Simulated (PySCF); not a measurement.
PySCF input file for Si(Cl)2(Br)(NH2) (BrCl2H2NSi), SMILES [Si](Cl)(Br)(Cl)N, TDA-PBE/def2-SVPD. Geometry optimised at B3LYP-D3(BJ)/def2-SVP. This is a generated structure with no PubChem entry under its InChIKey; it may be hypothetical. The values are those of a single conformer.

```python
import numpy as np
from pyscf import gto, scf, dft, tdscf

mol = gto.M(
    atom='''
    N    -0.95117511    1.94183739    0.00000000
    Si   -0.51036014    0.29904133   -0.00000000
    Cl   -1.28393439   -0.57180040   -1.69652780
    Cl   -1.28393439   -0.57180040    1.69652780
    Br    1.69038615   -0.09522402   -0.00000000
    H    -0.85323921    2.49730692   -0.84452212
    H    -0.85323921    2.49730692    0.84452212
    ''',
    basis='def2-SVPD',
    charge=0,
    spin=0,
    symmetry=True,
    max_memory=1600,
    verbose=4,
)
mf = dft.RKS(mol, xc='pbe').density_fit(auxbasis='def2-universal-jkfit')
mf.grids.level = 3
mf.conv_tol = 1e-9
mf.max_cycle = 100
mf.kernel()
mf.grids = dft.Grids(mol).set(level=1).build(with_non0tab=True)  # coarser grid for the response kernel
td = tdscf.TDA(mf)
td.singlet = True
td.nstates = 10
td.conv_tol = 1e-4
td.positive_eig_threshold = 1e-6
td.kernel(x0=td.get_init_guess(mf, 15))
td.analyze()
tt = tdscf.TDA(mf)
tt.singlet = False
tt.nstates = 4
tt.conv_tol = 1e-4
tt.positive_eig_threshold = 1e-6
tt.kernel(x0=tt.get_init_guess(mf, 9))
tt.analyze(verbose=3)
```

Log of the run:

```
PySCF version 2.14.0

[INPUT] verbose = 4
[INPUT] num. atoms = 7
[INPUT] num. electrons = 92
[INPUT] charge = 0
[INPUT] spin (= nelec alpha-beta = 2S) = 0
[INPUT] symmetry True subgroup None
[INPUT] Mole.unit = angstrom
[INPUT] Symbol           X                Y                Z      unit          X                Y                Z       unit  Magmom
[INPUT]  1 N     -0.951175110000   1.941837390000   0.000000000000 AA   -1.797460454403   3.669540845540   0.000000000000 Bohr   0.0
[INPUT]  2 Si    -0.510360140000   0.299041330000   0.000000000000 AA   -0.964440889495   0.565106213626   0.000000000000 Bohr   0.0
[INPUT]  3 Cl    -1.283934390000  -0.571800400000  -1.696527800000 AA   -2.426284359011  -1.080546153917  -3.205972904711 Bohr   0.0
[INPUT]  4 Cl    -1.283934390000  -0.571800400000   1.696527800000 AA   -2.426284359011  -1.080546153917   3.205972904711 Bohr   0.0
[INPUT]  5 Br     1.690386150000  -0.095224020000   0.000000000000 AA    3.194366868258  -0.179947318280   0.000000000000 Bohr   0.0
[INPUT]  6 H     -0.853239210000   2.497306920000  -0.844522120000 AA   -1.612388425640   4.719226127781  -1.595915512937 Bohr   0.0
[INPUT]  7 H     -0.853239210000   2.497306920000   0.844522120000 AA   -1.612388425640   4.719226127781   1.595915512937 Bohr   0.0

nuclear repulsion = 610.091382312126
point group symmetry = Cs
symmetry origin: [-3.28648027e-09 -2.25945519e-09  0.00000000e+00]
symmetry axis x: [ 1.00000000e+00 -3.47511552e-11 -6.76670256e-18]
symmetry axis y: [-3.47511552e-11 -1.00000000e+00 -1.77186213e-17]
symmetry axis z: [ 0.00000000e+00 -1.77186961e-17  1.00000000e+00]
num. orbitals of irrep A' = 94
num. orbitals of irrep A" = 61
number of shells = 63
number of NR pGTOs = 265
number of NR cGTOs = 155
basis = def2-SVPD
ecp = {}


******** <class 'pyscf.df.df_jk.DFSymAdaptedRKS'> ********
method = DFSymAdaptedRKS
initial guess = minao
damping factor = 0
level_shift factor = 0
DIIS = <class 'pyscf.scf.diis.CDIIS'>
diis_start_cycle = 1
diis_space = 8
diis_damp = 0
SCF conv_tol = 1e-09
SCF conv_tol_grad = None
SCF max_cycles = 100
direct_scf = False
XC library pyscf.dft.libxc version 7.1.2
    S. Lehtola, C. Steigemann, M. J. T. Oliveira, and M. A. L. Marques,  SoftwareX 7, 1–5 (2018)
XC functionals = pbe
    J. P. Perdew, K. Burke, and M. Ernzerhof,  Phys. Rev. Lett. 77, 3865 (1996)
    J. P. Perdew, K. Burke, and M. Ernzerhof,  Phys. Rev. Lett. 78, 1396 (1997)
    J. P. Perdew, K. Burke, and M. Ernzerhof,  Phys. Rev. Lett. 77, 3865 (1996)
    J. P. Perdew, K. Burke, and M. Ernzerhof,  Phys. Rev. Lett. 78, 1396 (1997)
radial grids:
    Treutler-Ahlrichs [JCP 102, 346 (1995); DOI:10.1063/1.469408] (M4) radial grids

becke partition: Becke, JCP 88, 2547 (1988); DOI:10.1063/1.454033
pruning grids: <function nwchem_prune>
grids dens level: 3
symmetrized grids: True
atomic radii adjust function: <function treutler_atomic_radii_adjust>
small_rho_cutoff = 0
Freeze 0 electrons in irreps []
    92 free electrons in irreps A' A"
Set gradient conv threshold to 3.16228e-05
Initial guess from minao.
tot grids = 110888
init E= -3837.84547409578
HOMO (A') = -0.302711775697765  LUMO (A') = -0.0734695606429043  gap/eV = 6.23800
cycle= 1 E= -3838.43434277493  delta_E= -0.589  |g|= 0.551  |ddm|= 3.85
HOMO (A') = -0.184167437310149  LUMO (A') = -0.0666252286120117  gap/eV = 3.19849
cycle= 2 E= -3838.27558563569  delta_E= 0.159  |g|= 0.971  |ddm|= 2.01
HOMO (A') = -0.252849638631479  LUMO (A') = -0.05476662109165  gap/eV = 5.39011
cycle= 3 E= -3838.49874320146  delta_E= -0.223  |g|= 0.128  |ddm|= 1.41
HOMO (A') = -0.253132728775801  LUMO (A') = -0.0626345226803093  gap/eV = 5.18372
cycle= 4 E= -3838.50296106609  delta_E= -0.00422  |g|= 0.041  |ddm|= 0.241
HOMO (A') = -0.255270332427872  LUMO (A') = -0.0628480928308215  gap/eV = 5.23608
cycle= 5 E= -3838.50329311658  delta_E= -0.000332  |g|= 0.0166  |ddm|= 0.0662
HOMO (A') = -0.25355477509931  LUMO (A') = -0.0614881904490923  gap/eV = 5.22640
cycle= 6 E= -3838.50336363563  delta_E= -7.05e-05  |g|= 0.0052  |ddm|= 0.0279
HOMO (A') = -0.253904621689336  LUMO (A') = -0.0619042465673756  gap/eV = 5.22460
cycle= 7 E= -3838.50337070822  delta_E= -7.07e-06  |g|= 0.000556  |ddm|= 0.00677
HOMO (A') = -0.253980307688893  LUMO (A') = -0.061909636504085  gap/eV = 5.22651
cycle= 8 E= -3838.50337078239  delta_E= -7.42e-08  |g|= 0.000331  |ddm|= 0.00131
HOMO (A') = -0.253969654796882  LUMO (A') = -0.0619040975424321  gap/eV = 5.22637
cycle= 9 E= -3838.50337081398  delta_E= -3.16e-08  |g|= 4.26e-05  |ddm|= 0.000542
HOMO (A') = -0.253970431086412  LUMO (A') = -0.0619032736687588  gap/eV = 5.22641
cycle= 10 E= -3838.50337081443  delta_E= -4.54e-10  |g|= 1.52e-05  |ddm|= 9.09e-05
HOMO (A') = -0.25396937126938  LUMO (A') = -0.061903101253586  gap/eV = 5.22639
Extra cycle  E= -3838.50337081435  delta_E= 7.91e-11  |g|= 2.21e-05  |ddm|= 5.87e-05
converged SCF energy = -3838.50337081435
tot grids = 36440
Overwritten attributes  positive_eig_threshold  of <class 'pyscf.tdscf.rks.TDA'>


******** <class 'pyscf.tdscf.rks.TDA'> for <class 'pyscf.df.df_jk.DFSymAdaptedRKS'> ********
nstates = 10 singlet
deg_eia_thresh = 1.000e-03
wfnsym = None
conv_tol = 0.0001
eigh lindep = 1e-12
eigh level_shift = 0
eigh max_cycle = 100


Excitation energies (eV)
[5.36201734 5.87622187 6.30537388 6.46391385 6.49463269 6.67817142
 6.83214921 6.85303952 6.95556513 7.05621413]

** Singlet excitation energies and oscillator strengths **
Excited State   1:   A'      5.36202 eV    231.23 nm  f=0.0085
      46 -> 47       -0.70176
Excited State   2:   A"      5.87622 eV    210.99 nm  f=0.0097
      45 -> 47       -0.70219
Excited State   3:   A'      6.30537 eV    196.63 nm  f=0.0174
      44 -> 47        0.60466
      46 -> 48        0.34236
Excited State   4:   A"      6.46391 eV    191.81 nm  f=0.0001
      46 -> 49        0.70462
Excited State   5:   A'      6.49463 eV    190.90 nm  f=0.0362
      42 -> 47       -0.11577
      44 -> 47        0.30827
      45 -> 49        0.12344
      46 -> 48       -0.60280
Excited State   6:   A"      6.67817 eV    185.66 nm  f=0.0270
      43 -> 47        0.69400
Excited State   7:   A"      6.83215 eV    181.47 nm  f=0.0048
      45 -> 48       -0.70517
Excited State   8:   A'      6.85304 eV    180.92 nm  f=0.0078
      42 -> 47       -0.61185
      45 -> 49       -0.28232
      46 -> 50        0.19951
Excited State   9:   A"      6.95557 eV    178.25 nm  f=0.0023
      41 -> 47        0.69662
Excited State  10:   A'      7.05621 eV    175.71 nm  f=0.0130
      40 -> 47        0.32441
      44 -> 48       -0.10037
      45 -> 49        0.43131
      46 -> 50        0.42561

** Transition electric dipole moments (AU) **
state          X           Y           Z        Dip. S.      Osc.
  1         0.1756     -0.1844      0.0000      0.0648      0.0085
  2        -0.0000      0.0000     -0.2597      0.0675      0.0097
  3         0.2999      0.1509     -0.0000      0.1127      0.0174
  4         0.0000     -0.0000      0.0185      0.0003      0.0001
  5         0.4766      0.0066      0.0000      0.2272      0.0362
  6         0.0000     -0.0000     -0.4062      0.1650      0.0270
  7        -0.0000      0.0000     -0.1692      0.0286      0.0048
  8        -0.2144      0.0265     -0.0000      0.0467      0.0078
  9        -0.0000     -0.0000     -0.1169      0.0137      0.0023
 10        -0.1676     -0.2175     -0.0000      0.0754      0.0130

** Transition velocity dipole moments (imaginary part, AU) **
state          X           Y           Z        Dip. S.      Osc.
  1         0.0178     -0.0256      0.0000      0.0010      0.0033
  2        -0.0000      0.0000     -0.0546      0.0030      0.0092
  3         0.0384      0.0397     -0.0000      0.0031      0.0088
  4         0.0000     -0.0000      0.0055      0.0000      0.0001
  5         0.0914      0.0166     -0.0000      0.0086      0.0241
  6         0.0000     -0.0000     -0.0774      0.0060      0.0163
  7        -0.0000     -0.0000     -0.0244      0.0006      0.0016
  8        -0.0590      0.0313     -0.0000      0.0045      0.0118
  9        -0.0000     -0.0000     -0.0445      0.0020      0.0052
 10        -0.0400     -0.0370      0.0000      0.0030      0.0076

** Transition magnetic dipole moments (imaginary part, AU) **
state          X           Y           Z
  1        -0.0000      0.0000     -0.0460
  2        -0.0311      0.1332     -0.0000
  3        -0.0000      0.0000     -0.5246
  4         0.3666      0.2283     -0.0000
  5        -0.0000      0.0000      0.9039
  6        -0.1657      0.0714      0.0000
  7         0.0973     -0.8363      0.0000
  8        -0.0000     -0.0000      0.0055
  9        -0.0293     -0.0518     -0.0000
 10         0.0000     -0.0000     -0.4759


******** <class 'pyscf.tdscf.rks.TDA'> for <class 'pyscf.df.df_jk.DFSymAdaptedRKS'> ********
nstates = 4 triplet
deg_eia_thresh = 1.000e-03
wfnsym = None
conv_tol = 0.0001
eigh lindep = 1e-12
eigh level_shift = 0
eigh max_cycle = 100


Excitation energies (eV)
[5.1058902  5.51662796 5.91251641 6.21079594]

** Triplet excitation energies and oscillator strengths **
Excited State   1:   A'      5.10589 eV    242.83 nm  f=0.0000
Excited State   2:   A"      5.51663 eV    224.75 nm  f=0.0000
Excited State   3:   A'      5.91252 eV    209.70 nm  f=0.0000
Excited State   4:   A'      6.21080 eV    199.63 nm  f=0.0000
```

Self-consistency was reached.
